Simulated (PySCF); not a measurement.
CH₇NOSi₃, SMILES C1([SiH2][Si@@H](O)N=1)[SiH3].

Geometry: TPSSh-D3(BJ)/def2-SVP. The structure was generated by enumeration; whether it is a known compound was not checked. Other conformers were not sampled.

Two levels are set side by side: PBE/def2-TZVP (PySCF) and B3LYP/def2-TZVP (PySCF). Same geometry, gas phase. Differences are taken from unrounded values.

```csv
quantity,PBE
orbital gap (eV),2.63
highest occupied level (eV),-5.26
lowest empty level (eV),-2.63
dipole moment (D),1.24
mean polarisability (bohr³),107.7
```

### Question
These are the PBE values. What does B3LYP give? (An estimate is asked for; the answer gives what the named calculation found.)

### Answer

```tsv
quantity	B3LYP	PBE minus B3LYP
orbital gap (eV)	4.54	-1.90
highest occupied level (eV)	-6.29	1.03
lowest empty level (eV)	-1.75	-0.87
dipole moment (D)	1.35	-0.11
mean polarisability (bohr³)	102.9	4.7
```

Without exact exchange PBE keeps part of each electron's self-repulsion, which lifts occupied levels and narrows the gap. PBE's more diffuse valence density responds more strongly to a field. Differences between two approximate levels are no errors against the true value.

Rough cost on one machine, each run with all the roots and properties that it gave: B3LYP against PBE within a factor of 2.
